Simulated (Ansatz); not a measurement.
Born–Oppenheimer molecular dynamics of GeH₈OSi (11 atoms, charge 0, multiplicity 1). It starts at the highest image of a converged band. Of that band: Beside the main top the profile has a ripple of under 15 meV (maxima at images 3, 6), which may be a very shallow well or noise. Neighbouring images differ by up to 1.9 eV, so the band resolves the path poorly. A vibrational analysis at the climbing image gives one clearly imaginary mode, 1267i cm⁻¹: a first-order saddle point.

Method: Ansatz, RKS r2SCANh-D4/def2-SVP.

```
ensemble                      : NVE (velocity Verlet)
time step                     : 0.5 fs
steps asked                   : 200
starting velocities drawn for : 300 K
seed                          : 11975
```

First frame:

```xyz
11
Properties=species:S:1:pos:R:3
Ge -0.051 0.246 -0.105
H -0.329 0.352 1.721
H 1.325 -0.377 0.164
H -0.070 1.781 -0.154
H -0.483 -0.235 -1.514
O -1.701 -0.757 0.580
Si -3.252 -1.206 0.096
H -3.572 -2.563 0.615
H -4.244 -0.229 0.624
H -3.294 -1.210 -1.391
H -1.181 -0.235 1.489
```

Q: How far do the bonds stretch over the last three quarters of this one trajectory? (Pairs bonded in most of those frames.)

A: 
```json
{"bond": "Ge1–H2", "mean (Å)": "1.532", "spread (Å)": "0.012", "shortest": "1.52", "longest": "1.58"}
{"bond": "Ge1–H3", "mean (Å)": "1.544", "spread (Å)": "0.023", "shortest": "1.50", "longest": "1.59"}
{"bond": "Ge1–H4", "mean (Å)": "1.543", "spread (Å)": "0.043", "shortest": "1.48", "longest": "1.62"}
{"bond": "Ge1–H5", "mean (Å)": "1.536", "spread (Å)": "0.016", "shortest": "1.51", "longest": "1.57"}
{"bond": "O6–Si7", "mean (Å)": "1.692", "spread (Å)": "0.012", "shortest": "1.67", "longest": "1.72"}
{"bond": "O6–H11", "mean (Å)": "0.972", "spread (Å)": "0.051", "shortest": "0.90", "longest": "1.05"}
{"bond": "Si7–H8", "mean (Å)": "1.494", "spread (Å)": "0.007", "shortest": "1.48", "longest": "1.51"}
{"bond": "Si7–H9", "mean (Å)": "1.499", "spread (Å)": "0.029", "shortest": "1.45", "longest": "1.54"}
{"bond": "Si7–H10", "mean (Å)": "1.486", "spread (Å)": "0.007", "shortest": "1.47", "longest": "1.50"}
```

Pairs bonded in part of these frames only: Ge1–O6 19 %.

Mean temperature of the second half: 1630 K. The conserved energy stayed within 0.26 meV per atom of its start (net change 0.1 meV per atom), so the integration is sound. The kinetic energy rose, since the run started high on the potential surface and went downhill. It ends in pieces (GeH4 + H4OSi), so much of that is their flight and rotation, not heat. A run of 0.1 ps of so small a system gives no equilibrium averages. The orbitals stay closed-shell, which can raise the energy where a bond breaks towards radicals; this wasn't checked here.

Time of the run: 7.6 min on 4 threads of Arm Neoverse V1, on a shared host, peak memory 0.26 GiB.
